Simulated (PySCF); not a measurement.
Values are calculated unless marked as measured or tabulated.
# C2H7O2Si

C2H7O2Si is a small molecule (built as: C site whose three back bonds go to CH2SiH3, OH, OH), neutral, doublet. The structure, one conformer, was relaxed in the gas phase by PBE0-D3(BJ)/def2-SVP. No frequency run checks that it is a minimum.

SMILES: O[C](O)C[SiH3]

Coordinates in Å:
```
C1     -1.229   -0.013    0.187
C2      0.078    0.126    0.897
Si3     1.595   -0.115   -0.236
O4     -1.526   -1.295   -0.138
O5     -1.473    0.824   -0.878
H6      0.158    1.117    1.375
H7      0.124   -0.619    1.706
H8      2.847   -0.070    0.582
H9      1.667    0.981   -1.250
H10     1.524   -1.428   -0.942
H11    -2.298   -1.273   -0.716
H12    -1.430    1.735   -0.568
```

EPR values by unrestricted B3LYP, IGLO-III on C O Si, pcH-1 on H.

Problem. Predict g and the largest hyperfine couplings. Where does the spin sit?

Solution. g = 2.0020, 2.0036, 2.0039. The spin sits on C1 (86 %, bonded to 1 C + 2 O) by Mulliken populations.
| atom | isotope | isotropic (MHz) | dipolar, principal values (MHz) |
| --- | --- | --- | --- |
| C1 | 13C | 300.8 | -69.0, -68.1, 137.1 |
| Si3 | 29Si | -70.6 | -17.3, 8.6, 8.8 |
| O5 | 17O | -17.5 | -41.7, 20.1, 21.6 |
| O4 | 17O | -13.6 | -44.2, 21.2, 23.0 |
| C2 | 13C | 31.6 | -4.9, -3.9, 8.8 |
| H6 | 1H | 28.6 | -5.9, -5.0, 10.9 |

Problem. How do the isotropic couplings move with BHandHLYP?

Solution. C1 300.8 to 343.4 MHz, Si3 -70.6 to -69.0 MHz, O5 -17.5 to -21.2 MHz, O4 -13.6 to -20.0 MHz.

The 2 runs behind this took 2.1 min in all, one thread each of Arm Neoverse V1 on a shared host, launched as `OMP_NUM_THREADS=1 python cluster_run.py task.json out`.
